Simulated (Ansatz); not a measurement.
Basis-set extrapolation for CH6Al2O (PBE0-D4/def2-TZVP geometry, frozen core, the Gaussian-basis code of Ansatz). Multiplicity 1, RHF reference.

```tsv
	def2-TZVPP	def2-QZVPP
HF	-600.130784	-600.151632
MP2 correlation	-0.582405	-0.624427
CCSD(T) correlation	-0.645004	not run
```

Energies in hartree. Use E(X) = E(∞) + A·exp(−7.88·√X) for Hartree–Fock and E(X) = E(∞) + B·X^(−2.97) for correlation, with X = 3 and 4, and add CCSD(T) minus MP2 of the smaller set to the MP2 limit.

Question: What is the CCSD(T) energy at the basis-set limit?

Answer: HF limit: -600.151632 + (-0.020848) × 0.13774 = -600.15450. MP2 limit: -0.624427 + (-0.042022) × 0.74074 = -0.65555. Higher-order term: -0.645004 − (-0.582405) = -0.06260. Total: -600.87265 hartree, 254.3 kJ/mol below CCSD(T)/def2-TZVPP.
